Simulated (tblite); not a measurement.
Isomers of C6H12OP2. Computed with GFN2-xTB (tblite): harmonic, unscaled wavenumbers at the GFN2-xTB geometry, gas phase. Errors from tens to a few hundred cm⁻¹ against measured bands are possible. Modes of hydrogen on phosphorus can be 10 to 20 % off. One conformer each.

Electronic energies: GFN2-xTB at the same geometries; isomer energies are rough at this level and their order can be wrong.

```
                  SMILES  electronic energy, lowest = 0 (kJ/mol)
    C#CC[P@](C)(=O)P(C)C                                    89.8
C/C=C/[P@@](C)(=O)/C=C/P                                    90.9
         C=CP1(=O)CCPCC1                                     0.0
```

Q: How do GFN2-xTB zero-point energies change the relative energies?

A: 
```tsv
SMILES	ZPE (kJ/mol)	of it from modes above 1550 cm⁻¹	electronic (kJ/mol)	with ZPE, lowest = 0 (kJ/mol)	lowest mode (cm⁻¹)	rings
C=CP1(=O)CCPCC1	434.4	219.6	0.0	0.0	69	1
C#CC[P@](C)(=O)P(C)C	423.8	230.7	89.8	79.2	26	0
C/C=C/[P@@](C)(=O)/C=C/P	419.4	228.4	90.9	75.9	33	0
```

The zero-point energies span 15.0 kJ/mol, from `C/C=C/[P@@](C)(=O)/C=C/P` to `C=CP1(=O)CCPCC1`. The lowest isomer stays, but the order above it changes.

Q: What do entropy and thermal enthalpy add at 298.15 K and 1 bar (rigid rotor, harmonic oscillator, one conformer each)?

A: 
```
                  SMILES  point group  symmetry number  S (J/(mol K))  H − H(0) (kJ/mol)  ZPE + H − H(0) − TS (kJ/mol)
         C=CP1(=O)CCPCC1           Cs                1          418.0              30.27                         340.1
    C#CC[P@](C)(=O)P(C)C           C1                1          483.2              38.22                         318.0
C/C=C/[P@@](C)(=O)/C=C/P           C1                1          477.9              36.89                         313.8
```
